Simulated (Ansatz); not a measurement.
Input file for C$_{2}$H$_{6}$Br$_{2}$GaN (`C[N](C)[Ga]([Br])[Br]`):

```yaml
crystal:
  periodic: [false, false, false]
  atoms:
    - {symbol: C, position_ang: [-0.552017, -0.732962, 1.118946]}
    - {symbol: N, position_ang: [0.004127, -0.007723, 0.003722]}
    - {symbol: C, position_ang: [1.255133, -0.538691, -0.477986]}
    - {symbol: Ga, position_ang: [-0.792773, 1.433651, -0.722758]}
    - {symbol: Br, position_ang: [0.166412, 2.509442, -2.481246]}
    - {symbol: Br, position_ang: [-2.766846, 2.193865, 0.110740]}
    - {symbol: H, position_ang: [0.134742, -0.728918, 1.976262]}
    - {symbol: H, position_ang: [-0.744293, -1.781340, 0.853419]}
    - {symbol: H, position_ang: [-1.495393, -0.289191, 1.441455]}
    - {symbol: H, position_ang: [1.629155, 0.046709, -1.319608]}
    - {symbol: H, position_ang: [1.141336, -1.578633, -0.812872]}
    - {symbol: H, position_ang: [2.020426, -0.526209, 0.309927]}
basis:
  gaussian: {orbitals: def2-SVP}
correlation: {method: ccsd_t}
```

```sh
$ ansatz run in.yaml --threads 2 --pin off --events-out ev --progress --plain --max-ram 22528MiB --backend cuda --devices 0, --max-vram 18GiB
```

Output of Ansatz, abridged:

```
Functional definition: HF
1671 factors; integrals over basis functions are off by at most 1.2e-3 eV
mean field evaluation 1: about -195944.1223 eV, gradient 3.1e1 eV
mean field evaluation 2: about -195944.1852 eV, gradient 3.2e1 eV
mean field evaluation 4: about -195946.9670 eV, gradient 4.3e0 eV
mean field evaluation 8: about -195947.0195 eV, gradient 3.3e-4 eV
mean field -195947.01946226 eV, -7200.9201475779 hartree, gradient 3.2e-6 eV, S^2 0.000000; 0 other end points of the search recorded, 0 dependent functions left out
30 core orbitals not correlated: weight in the atoms' cores, before any rotation towards them, 1.000 or more for the frozen orbitals, at most 0.000 for the correlated occupied ones
reference -195947.01946226 eV, -7200.9201475779 hartree; 33, 33 occupied and 105, 105 virtual orbitals, 1671 factors
second order -30.58041983 eV of doubles, -0.00000000 eV of singles
cycle   1  -30.40880604 eV  change    1.7e-1 eV  update   1.2e-1
cycle   2  -31.18068113 eV  change   -7.7e-1 eV  update   3.5e-2
cycle   3  -31.32018623 eV  change   -1.4e-1 eV  update   2.0e-2
cycle   4  -31.30037165 eV  change    2.0e-2 eV  update   5.7e-3
cycle   5  -31.29973726 eV  change    6.3e-4 eV  update   3.3e-3
cycle   6  -31.30087807 eV  change   -1.1e-3 eV  update   1.2e-3
cycle   7  -31.30041747 eV  change    4.6e-4 eV  update   4.5e-4
cycle   8  -31.30042085 eV  change   -3.4e-6 eV  update   1.1e-4
cycle   9  -31.30049775 eV  change   -7.7e-5 eV  update   3.2e-5
perturbative correction -0.89086638 eV, -0.0327387358 hartree
Total energy: -195979.21082639 eV, -7202.1031583897 hartree
```

Hardware: 2 threads of an AMD EPYC 7R13 on a shared host and a share of an NVIDIA H100 80 GB. Wall time 3.5 s, peak host memory 0.83 GiB.

The correlation energy is -32.191 eV, 2.8 % of it from (T); the T1 diagnostic reads 0.0105.
